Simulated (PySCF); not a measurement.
Compound: C₂H₇BO₄Si.
Z-matrix (Å and degrees, PBE0-D3(BJ)/def2-SVP geometry), rows numbered from 1:
```
C 
C   1  1.4984
O   2  1.2150  1  123.08
O   2  1.3191  1  112.76  3  -179.85
Si  4  1.7399  2  128.98  1   174.48
B   5  2.0399  4  115.11  2    22.94
O   6  1.3600  5  114.00  4   165.06
O   6  1.3423  5  124.86  4   -16.69
H   1  1.1000  2  109.34  3   119.81
H   1  1.0952  2  110.22  3    -1.58
H   1  1.0996  2  109.51  3  -123.31
H   5  1.4904  4  102.16  2   146.98
H   5  1.4957  4  104.09  2  -100.96
H   7  0.9668  6  110.90  5   177.74
H   8  0.9825  6  110.75  5     0.41
```

Computed, not measured: PBE0-D3(BJ)/def2-SVP geometry optimisation, gas phase in PySCF.

Masses are those of the commonest isotopes; rigid-rotor values at the optimised geometry. The values belong to one conformer with, in the numbering `[CH3:1][C:2](=[O:3])[O:4][SiH2:5][B:6]([OH:7])[OH:8]`, C1–C2–O4–Si5 174°, C2–O4–Si5–B6 23°, O4–Si5–B6–O7 165°, Si5–B6–O7–H 178°, Si5–B6–O8–H 0°.

Q: Give the principal moments of inertia and the rotational constants in MHz.

A: Ia = 150.27, Ib = 501.99, Ic = 638.04 u·Å²; 505379 MHz·u·Å²/I gives A = 3363, B = 1007, C = 792.1 MHz.

Q: Classify the top.

A: An asymmetric top: κ = (2 × 1007 − 3363 − 792.1)/(3363 − 792.1) = -0.83.

Q: What does the inertial defect say?

A: Not planar: Δ = Ic − Ia − Ib = -14.22 u·Å². For a rigid frame Δ = −2 Σ m c², so Σ m c² = 7.11 u·Å² lies off the ab plane: 4.77 from hydrogen and 2.34 from heavier atoms. The atom farthest from that plane is 1.50 Å away.

Q: Give the other two planar moments, Paa and Pbb, and the rms extents of the mass along the axes.

A: Paa = Σ m a² = (Ib + Ic − Ia)/2 = 494.88 and Pbb = Σ m b² = (Ia + Ic − Ib)/2 = 143.16 u·Å². With the mass M = 134.02 u, the rms extents √(P/M) along a, b and c are 1.92, 1.03, 0.23 Å.

Q: Where do the levels up to J = 3 lie, in MHz?

A: Above 0(0,0):
J = 1: 1(0,1) 1799, 1(1,1) 4155, 1(1,0) 4370
J = 2: 2(0,2) 5382, 2(1,2) 7538, 2(1,1) 8182, 2(2,1) 15251, 2(2,0) 15265
J = 3: 3(0,3) 10723, 3(1,3) 12604, 3(1,2) 13892, 3(2,2) 20648, 3(2,1) 20717, 3(3,1) 32974, 3(3,0) 32975

Q: Which types of transition are allowed, and where do some lines up to J = 2 fall?

A: The dipole components are |μa| = 1.45 D, |μb| = 0.50 D, |μc| = 0.24 D. Intensities carry the squares of the components, which stand as 1.00 : 0.12 : 0.03 (a : b : c). Some lines, for components of 0.1 D or more:

| type | branch | J(Ka,Kc) | MHz | lower level (cm⁻¹) |
| --- | --- | --- | --- | --- |
| a | Q | 2(1,1) ← 2(1,2) | 644 | 0.251 |
| b | R | 2(0,2) ← 1(1,1) | 1227 | 0.139 |
| a | R | 1(0,1) ← 0(0,0) | 1799 | 0.000 |
| c | Q | 2(1,2) ← 2(0,2) | 2156 | 0.180 |
| c | Q | 1(1,1) ← 1(0,1) | 2356 | 0.060 |
| b | Q | 1(1,0) ← 1(0,1) | 2571 | 0.060 |
| b | Q | 2(1,1) ← 2(0,2) | 2800 | 0.180 |
| a | R | 2(1,2) ← 1(1,1) | 3383 | 0.139 |
| a | R | 2(0,2) ← 1(0,1) | 3584 | 0.060 |
| a | R | 2(1,1) ← 1(1,0) | 3812 | 0.146 |
| b | R | 1(1,1) ← 0(0,0) | 4155 | 0.000 |
| c | R | 1(1,0) ← 0(0,0) | 4370 | 0.000 |
| b | R | 2(1,2) ← 1(0,1) | 5739 | 0.060 |
| c | R | 2(1,1) ← 1(0,1) | 6383 | 0.060 |
| c | Q | 2(2,1) ← 2(1,1) | 7069 | 0.273 |
| b | Q | 2(2,0) ← 2(1,1) | 7083 | 0.273 |
| b | Q | 2(2,1) ← 2(1,2) | 7713 | 0.251 |
| b | R | 2(2,1) ← 1(1,0) | 10881 | 0.146 |
| c | R | 2(2,0) ← 1(1,0) | 10895 | 0.146 |
| c | R | 2(2,1) ← 1(1,1) | 11096 | 0.139 |
| b | R | 2(2,0) ← 1(1,1) | 11110 | 0.139 |

No frequency check. Constants of a rigid frame at the computed geometry: no zero-point averaging, no centrifugal distortion. A rigid rotor knows nothing of internal rotation, which can split or shift real lines. Quadrupole hyperfine structure (11B) is left out.

Time: 84 s of wall time; peak memory 0.58 GiB. Hardware: Arm Neoverse V2, one thread, shared host. That covers the optimisation of the geometry.
